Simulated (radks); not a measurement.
Spin polarisation of the 5s1 shell in Cd+. Start: [Kr] 4d10 5s(up 0.5, down 0.5); electrons of 5s are moved from spin down to spin up, other shells keep equal spins. All-electron calculation, scalar-relativistic Kohn-Sham, SCAN, spin-polarised, spherical densities, finite nucleus; meta-GGA in the generalised Kohn-Sham scheme; Fermi nuclear charge, rms radius of each element as measured or else 0.836 A^(1/3) + 0.57 fm. Program: a radial shooting solver on a logarithmic mesh with Libxc functionals.

moment (Bohr magnetons),E - E(0) (eV),e(5s up) (eV),e(5s down) (eV),4d down minus up (eV),4p down minus up (eV)
0,0.000,-13.008,-13.008,0.000,0.000
0.25,-0.058,-13.311,-12.727,0.064,-0.005
0.5,-0.167,-13.615,-12.461,0.128,-0.011
0.75,-0.344,-13.840,-12.194,0.194,-0.017

At moment 0.75 the spin-polarisation energy is -0.344 eV and the 5s exchange splitting 1.646 eV, that is 2.194 eV per Bohr magneton; E = -I m^2/4 would give I = 2.446 eV.
